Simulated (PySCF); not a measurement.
W(S)2(Cl)(NH2) (ClH2NS2W), SMILES [NH2][W](=[S])(=[S])[Cl], multiplicity 1. Heavy atoms are numbered as in [W:1](=[S:2])(=[S:3])([Cl:4])[NH2:5]. Hydrogens are named by the atom that carries them.

Coordinates come from a PBE-D3(BJ)/def2-SVP optimisation. The multiplicity is an assumed one; no other spin state was optimised. The structure was generated by enumeration; whether it is a known compound was not checked. The def2 effective core potentials stand for the cores of W; spin–orbit coupling is left out. One conformer was computed; it need not be the lowest.

All values below come from PySCF with HF/def2-TZVP.

ESP charges are fitted to the potential on shells at 1.4 to 2.0 van der Waals radii. Atomic charges (e), one atom of each kind:

```json
[
 {"atom": "W1", "ESP fit": "0.50", "Mulliken": "1.36", "Löwdin": "-0.05"},
 {"atom": "S2", "ESP fit": "-0.19", "Mulliken": "-0.38", "Löwdin": "(withheld)"},
 {"atom": "Cl4", "ESP fit": "-0.12", "Mulliken": "-0.39", "Löwdin": "(withheld)"},
 {"atom": "N5 (NH2)", "ESP fit": "-0.72", "Mulliken": "-0.80", "Löwdin": "(withheld)"},
 {"atom": "H on N5", "ESP fit": "0.37", "Mulliken": "0.30", "Löwdin": "0.17"}
]
```

What belongs in the gaps? (The exact figures need the calculation; the answer reports its results.)


- S2, Löwdin: 0.04
- Cl4, Löwdin: 0.01
- N5 (NH2), Löwdin: -0.39
